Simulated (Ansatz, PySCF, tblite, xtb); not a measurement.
Dissociation curve of SiH (cation, charge +1), singlet.

Computed with: GFN2-xTB, 300 K electronic temperature (tblite); GFN1-xTB (xtb); UKS-B3LYP/3-21G = unrestricted B3LYP/3-21G run with PySCF 2.14.0; FCI = full CI/aug-cc-pVTZ, frozen core (Ansatz, a first-principles code).

Energies relative to the lowest point of each curve near equilibrium, in mEh; the last columns give the difference from FCI:

```json
[
 {"R / Å": "1.24", "GFN2-xTB": "38.4", "GFN1-xTB": "35.9", "UKS-B3LYP/3-21G": "40.8", "FCI": "34.4", "GFN2-xTB − FCI": "4.0", "GFN1-xTB − FCI": "1.5", "UKS-B3LYP/3-21G − FCI": "6.4"},
 {"R / Å": "1.32", "GFN2-xTB": "14.5", "GFN1-xTB": "15.8", "UKS-B3LYP/3-21G": "19.2", "FCI": "15.0", "GFN2-xTB − FCI": "-0.5", "GFN1-xTB − FCI": "0.8", "UKS-B3LYP/3-21G − FCI": "4.2"},
 {"R / Å": "1.37", "GFN2-xTB": "6.6", "GFN1-xTB": "8.3", "UKS-B3LYP/3-21G": "10.6", "FCI": "7.6", "GFN2-xTB − FCI": "-1.0", "GFN1-xTB − FCI": "0.7", "UKS-B3LYP/3-21G − FCI": "3.0"},
 {"R / Å": "1.44", "GFN2-xTB": "1.1", "GFN1-xTB": "2.3", "UKS-B3LYP/3-21G": "3.3", "FCI": "1.7", "GFN2-xTB − FCI": "-0.6", "GFN1-xTB − FCI": "0.6", "UKS-B3LYP/3-21G − FCI": "1.5"},
 {"R / Å": "1.45", "GFN2-xTB": "0.7", "GFN1-xTB": "1.8", "UKS-B3LYP/3-21G": "2.6", "FCI": "1.3", "GFN2-xTB − FCI": "-0.5", "GFN1-xTB − FCI": "0.5", "UKS-B3LYP/3-21G − FCI": "1.3"},
 {"R / Å": "1.52", "GFN2-xTB": "0.0", "GFN1-xTB": "0.0", "UKS-B3LYP/3-21G": "0.0", "FCI": "0.0", "GFN2-xTB − FCI": "0.0", "GFN1-xTB − FCI": "0.0", "UKS-B3LYP/3-21G − FCI": "0.0"},
 {"R / Å": "1.58", "GFN2-xTB": "1.4", "GFN1-xTB": "0.5", "UKS-B3LYP/3-21G": "0.2", "FCI": "1.2", "GFN2-xTB − FCI": "0.1", "GFN1-xTB − FCI": "-0.7", "UKS-B3LYP/3-21G − FCI": "-1.0"},
 {"R / Å": "1.61", "GFN2-xTB": "2.5", "GFN1-xTB": "1.4", "UKS-B3LYP/3-21G": "0.9", "FCI": "2.5", "GFN2-xTB − FCI": "0.0", "GFN1-xTB − FCI": "-1.1", "UKS-B3LYP/3-21G − FCI": "-1.5"},
 {"R / Å": "1.65", "GFN2-xTB": "4.4", "GFN1-xTB": "3.0", "UKS-B3LYP/3-21G": "2.5", "FCI": "4.7", "GFN2-xTB − FCI": "-0.2", "GFN1-xTB − FCI": "-1.6", "UKS-B3LYP/3-21G − FCI": "-2.2"},
 {"R / Å": "1.77", "GFN2-xTB": "12.0", "GFN1-xTB": "10.9", "UKS-B3LYP/3-21G": "9.9", "FCI": "13.9", "GFN2-xTB − FCI": "-2.0", "GFN1-xTB − FCI": "-3.0", "UKS-B3LYP/3-21G − FCI": "-4.1"},
 {"R / Å": "1.86", "GFN2-xTB": "18.7", "GFN1-xTB": "18.7", "UKS-B3LYP/3-21G": "17.2", "FCI": "22.6", "GFN2-xTB − FCI": "-3.9", "GFN1-xTB − FCI": "-3.9", "UKS-B3LYP/3-21G − FCI": "-5.4"},
 {"R / Å": "2.07", "GFN2-xTB": "35.9", "GFN1-xTB": "39.2", "UKS-B3LYP/3-21G": "36.9", "FCI": "44.5", "GFN2-xTB − FCI": "-8.6", "GFN1-xTB − FCI": "-5.3", "UKS-B3LYP/3-21G − FCI": "-7.6"},
 {"R / Å": "2.30", "GFN2-xTB": "55.3", "GFN1-xTB": "63.4", "UKS-B3LYP/3-21G": "59.6", "FCI": "67.2", "GFN2-xTB − FCI": "-11.9", "GFN1-xTB − FCI": "-3.8", "UKS-B3LYP/3-21G − FCI": "-7.6"},
 {"R / Å": "2.54", "GFN2-xTB": "74.6", "GFN1-xTB": "89.5", "UKS-B3LYP/3-21G": "79.9", "FCI": "86.5", "GFN2-xTB − FCI": "-12.0", "GFN1-xTB − FCI": "3.0", "UKS-B3LYP/3-21G − FCI": "-6.6"},
 {"R / Å": "2.71", "GFN2-xTB": "87.0", "GFN1-xTB": "107.4", "UKS-B3LYP/3-21G": "89.3", "FCI": "97.0", "GFN2-xTB − FCI": "-10.0", "GFN1-xTB − FCI": "10.4", "UKS-B3LYP/3-21G − FCI": "-7.7"},
 {"R / Å": "3.06", "GFN2-xTB": "107.8", "GFN1-xTB": "139.5", "UKS-B3LYP/3-21G": "100.1", "FCI": "110.9", "GFN2-xTB − FCI": "-3.1", "GFN1-xTB − FCI": "28.6", "UKS-B3LYP/3-21G − FCI": "-10.8"},
 {"R / Å": "3.32", "GFN2-xTB": "118.8", "GFN1-xTB": "157.7", "UKS-B3LYP/3-21G": "104.3", "FCI": "116.4", "GFN2-xTB − FCI": "2.4", "GFN1-xTB − FCI": "41.4", "UKS-B3LYP/3-21G − FCI": "-12.1"},
 {"R / Å": "3.77", "GFN2-xTB": "—", "GFN1-xTB": "177.7", "UKS-B3LYP/3-21G": "108.0", "FCI": "120.7", "GFN2-xTB − FCI": "—", "GFN1-xTB − FCI": "57.0", "UKS-B3LYP/3-21G − FCI": "-12.7"},
 {"R / Å": "4.12", "GFN2-xTB": "—", "GFN1-xTB": "—", "UKS-B3LYP/3-21G": "109.5", "FCI": "122.0", "GFN2-xTB − FCI": "—", "GFN1-xTB − FCI": "—", "UKS-B3LYP/3-21G − FCI": "-12.5"},
 {"R / Å": "4.58", "GFN2-xTB": "—", "GFN1-xTB": "—", "UKS-B3LYP/3-21G": "110.6", "FCI": "122.7", "GFN2-xTB − FCI": "—", "GFN1-xTB − FCI": "—", "UKS-B3LYP/3-21G − FCI": "-12.1"},
 {"R / Å": "5.35", "GFN2-xTB": "—", "GFN1-xTB": "—", "UKS-B3LYP/3-21G": "111.2", "FCI": "123.1", "GFN2-xTB − FCI": "—", "GFN1-xTB − FCI": "—", "UKS-B3LYP/3-21G − FCI": "-11.9"},
 {"R / Å": "6.10", "GFN2-xTB": "—", "GFN1-xTB": "—", "UKS-B3LYP/3-21G": "111.2", "FCI": "123.2", "GFN2-xTB − FCI": "—", "GFN1-xTB − FCI": "—", "UKS-B3LYP/3-21G − FCI": "-12.0"}
]
```

GFN2-xTB is furthest from FCI at 2.54 (-12.0 mEh, below); its mean absolute difference over the points is 3.6 mEh.

GFN1-xTB is furthest from FCI at 3.77 (57.0 mEh, above); its mean absolute difference over the points is 9.1 mEh.

UKS-B3LYP/3-21G is furthest from FCI at 3.77 (-12.7 mEh, below); its mean absolute difference over the points is 6.6 mEh.

A dash means that the run gave no value there, or that the column was ended at a point which the program doubted or which failed a test of continuity chosen for this set; such a test can also cut sound points.

The unrestricted determinant behind UKS-B3LYP/3-21G is spin-contaminated at 2.54 to 6.10 Å (<S²> up to 1.0, against 0.00 for a pure singlet).
